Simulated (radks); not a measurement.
Trend from Sc3+ to Zn3+: ionisation energy by Delta-SCF between NIST ground configurations, and size. All-electron calculation, scalar-relativistic Kohn-Sham, SCAN, spin-polarised, spherical densities, finite nucleus; open shells are filled with parallel spins first; meta-GGA in the generalised Kohn-Sham scheme; Fermi nuclear charge, rms radius of each element as measured or else 0.836 A^(1/3) + 0.57 fm. Program: a radial shooting solver on a logarithmic mesh with Libxc functionals.

| species | configuration | configuration of the ion | IE (eV) | NIST (eV) | kind | outermost | <r> outermost (bohr) | r at 0.001 e/bohr^3 (bohr) |
|---|---|---|---|---|---|---|---|---|
| Sc3+ | [Ar] | [Ne] 3s2 3p5 | 74.185 | 73.489 | exp. | 3p | 1.13 | 2.71 |
| Ti3+ | [Ar] 3d1 | [Ar] | 42.918 | 43.267 | exp. | 3d | 1.25 | 2.76 |
| V3+ | [Ar] 3d2 | [Ar] 3d1 | 46.315 | 46.709 | exp. | 3d | 1.17 | 2.77 |
| Cr3+ | [Ar] 3d3 | [Ar] 3d2 | 49.519 | 49.16 | semi-emp. | 3d | 1.09 | 2.75 |
| Mn3+ | [Ar] 3d4 | [Ar] 3d3 | 52.570 | 51.2 | semi-emp. | 3d | 1.03 | 2.72 |
| Fe3+ | [Ar] 3d5 | [Ar] 3d4 | 55.505 | 54.91 | exp. | 3d | 0.971 | 2.69 |
| Co3+ | [Ar] 3d6 | [Ar] 3d5 | 50.665 | 51.3 | semi-emp. | 3d | 0.963 | 2.68 |
| Ni3+ | [Ar] 3d7 | [Ar] 3d6 | 54.253 | 54.9 | semi-emp. | 3d | 0.911 | 2.66 |
| Cu3+ | [Ar] 3d8 | [Ar] 3d7 | 57.606 | 57.38 | semi-emp. | 3d | 0.863 | 2.63 |
| Zn3+ | [Ar] 3d9 | [Ar] 3d8 | 60.795 | 59.57 | exp. | 3d | 0.821 | 2.60 |

Reference values: NIST Atomic Spectra Database (exp. = measured, semi-emp. = semi-empirical, theory = theoretical value adopted there). Open shells are spherical and high-spin; term and fine-structure splittings are not resolved.
